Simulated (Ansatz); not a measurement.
Ansatz (a first-principles code) input (HF/STO-3G):

Ansatz 0.2 input:
```yaml
crystal:
  periodic: [false, false, false]
  atoms:
    - {symbol: B, position_ang: [-0.85573650, -0.00493450, -0.02237294]}
    - {symbol: N, position_ang: [0.51584742, -0.10079013, 0.00863416]}
    - {symbol: H, position_ang: [-1.47797506, 1.01043132, 0.00900960]}
    - {symbol: H, position_ang: [1.13550828, 0.69831676, 0.06203764]}
    - {symbol: H, position_ang: [1.01021735, -0.97854462, -0.01962167]}
basis:
  gaussian:
    orbitals: STO-3G
hamiltonian:
  xc: {name: HF}
magnetization: {spin_polarized: true, initial_magnetization: 1}
relax: {f_tol: 0.003, max_steps: 120}
```

Output:

```
Functional definition: HF
integrals: 0.00 GiB planned
186 factors; integrals over basis functions are off by at most 2.8e-5 eV
mean field: 0.04 GiB planned
mean field evaluation 1: about -2170.4061 eV, gradient 9.3e0 eV
mean field evaluation 2: about -2170.4381 eV, gradient 9.3e0 eV
mean field evaluation 4: about -2171.4820 eV, gradient 1.4e0 eV
mean field evaluation 8: about -2171.5223 eV, gradient 6.2e-4 eV
mean field -2171.52211689 eV, -79.8019658851 hartree, gradient 2.5e-5 eV, S^2 0.758415; 0 other end points of the search recorded, 0 dependent functions left out
the calculation of the forces begins
reference -2171.52211689 eV, -79.8019658851 hartree; 8, 7 occupied and 5, 6 virtual orbitals, 186 factors
relax step   1: F+E_penalty+E_count = -2171.52211689 eV  Δ(F+E_penalty+E_count) = +0.000e0 eV  max|allowed force component| = 1.043e0 eV/Å  Δτ_max = 0.0000 Å  (32 SCF iters, accepted)
these checks for a lower state are left out or cut short: starts, cluster_reference, orbital_swaps, neighbouring_geometries, increment
integrals: 0.00 GiB planned
186 factors; integrals over basis functions are off by at most 2.8e-5 eV
mean field: 0.04 GiB planned
mean field evaluation 16: about -2171.5564 eV, gradient 5.5e-5 eV
mean field -2171.55635850 eV, -79.8032242412 hartree, gradient 7.4e-6 eV, S^2 0.758933; 0 other end points of the search recorded, 0 dependent functions left out
the calculation of the forces begins
reference -2171.55635850 eV, -79.8032242412 hartree; 8, 7 occupied and 5, 6 virtual orbitals, 186 factors
relax step   2: F+E_penalty+E_count = -2171.55635850 eV  Δ(F+E_penalty+E_count) = -3.424e-2 eV  max|allowed force component| = 1.698e-1 eV/Å  Δτ_max = 0.0482 Å  (27 SCF iters, accepted)
these checks for a lower state are left out or cut short: starts, cluster_reference, orbital_swaps, neighbouring_geometries, increment
integrals: 0.00 GiB planned
186 factors; integrals over basis functions are off by at most 2.7e-5 eV
mean field: 0.04 GiB planned
mean field -2171.55694529 eV, -79.8032458054 hartree, gradient 6.9e-6 eV, S^2 0.758972; 0 other end points of the search recorded, 0 dependent functions left out
the calculation of the forces begins
reference -2171.55694529 eV, -79.8032458054 hartree; 8, 7 occupied and 5, 6 virtual orbitals, 186 factors
relax step   3: F+E_penalty+E_count = -2171.55694529 eV  Δ(F+E_penalty+E_count) = -5.868e-4 eV  max|allowed force component| = 6.457e-2 eV/Å  Δτ_max = 0.0034 Å  (29 SCF iters, accepted)
these checks for a lower state are left out or cut short: starts, cluster_reference, orbital_swaps, neighbouring_geometries, increment
integrals: 0.00 GiB planned
186 factors; integrals over basis functions are off by at most 2.7e-5 eV
mean field: 0.04 GiB planned
mean field evaluation 32: about -2171.5570 eV, gradient 5.5e-5 eV
mean field -2171.55704689 eV, -79.8032495389 hartree, gradient 6.9e-6 eV, S^2 0.758983; 0 other end points of the search recorded, 0 dependent functions left out
the calculation of the forces begins
reference -2171.55704689 eV, -79.8032495389 hartree; 8, 7 occupied and 5, 6 virtual orbitals, 186 factors
relax step   4: F+E_penalty+E_count = -2171.55704689 eV  Δ(F+E_penalty+E_count) = -1.016e-4 eV  max|allowed force component| = 6.377e-3 eV/Å  Δτ_max = 0.0024 Å  (29 SCF iters, accepted)
these checks for a lower state are left out or cut short: starts, cluster_reference, orbital_swaps, neighbouring_geometries, increment
integrals: 0.00 GiB planned
186 factors; integrals over basis functions are off by at most 2.7e-5 eV
mean field: 0.04 GiB planned
mean field -2171.55704794 eV, -79.8032495775 hartree, gradient 6.9e-6 eV, S^2 0.758979; 0 other end points of the search recorded, 0 dependent functions left out
the calculation of the forces begins
reference -2171.55704794 eV, -79.8032495775 hartree; 8, 7 occupied and 5, 6 virtual orbitals, 186 factors
relax step   5: F+E_penalty+E_count = -2171.55704794 eV  Δ(F+E_penalty+E_count) = -1.052e-6 eV  max|allowed force component| = 6.357e-3 eV/Å  Δτ_max = 0.0007 Å  (29 SCF iters, accepted)
these checks for a lower state are left out or cut short: starts, cluster_reference, orbital_swaps, neighbouring_geometries, increment
integrals: 0.00 GiB planned
186 factors; integrals over basis functions are off by at most 2.7e-5 eV
mean field: 0.04 GiB planned
mean field -2171.55704855 eV, -79.8032495999 hartree, gradient 6.9e-6 eV, S^2 0.758981; 0 other end points of the search recorded, 0 dependent functions left out
the calculation of the forces begins
reference -2171.55704855 eV, -79.8032495999 hartree; 8, 7 occupied and 5, 6 virtual orbitals, 186 factors
relax step   6: F+E_penalty+E_count = -2171.55704855 eV  Δ(F+E_penalty+E_count) = -6.097e-7 eV  max|allowed force component| = 2.253e-4 eV/Å  Δτ_max = 0.0002 Å  (30 SCF iters, accepted)
integrals: 0.00 GiB planned
186 factors; integrals over basis functions are off by at most 2.7e-5 eV
mean field: 0.04 GiB planned
mean field evaluation 64: about -2171.5455 eV, gradient 6.3e-1 eV
mean field -2171.55704855 eV, -79.8032495999 hartree, gradient 6.9e-6 eV, S^2 0.758981; 1 other end points of the search recorded, 0 dependent functions left out
the calculation of the forces begins
reference -2171.55704855 eV, -79.8032495999 hartree; 8, 7 occupied and 5, 6 virtual orbitals, 186 factors
Total energy: -2171.55704855 eV, -79.8032495999 hartree
Atom 0 at    -0.874366    -0.016441    -0.023393 Å, force     0.000225     0.000080     0.000010 eV/Å
Atom 1 at     0.494685    -0.096321     0.008296 Å, force    -0.000059    -0.000074    -0.000005 eV/Å
Atom 2 at    -1.429024     1.002956     0.009927 Å, force     0.000020    -0.000107    -0.000004 eV/Å
Atom 3 at     1.122206     0.707279     0.062113 Å, force    -0.000044    -0.000103    -0.000006 eV/Å
Atom 4 at     1.014361    -0.972994    -0.019255 Å, force    -0.000142     0.000204     0.000006 eV/Å
Dipole moment:     0.316001    -0.081918     0.004346 e Å
```

The geometry given is a B3LYP-D3(BJ)/def2-TZVP minimum.
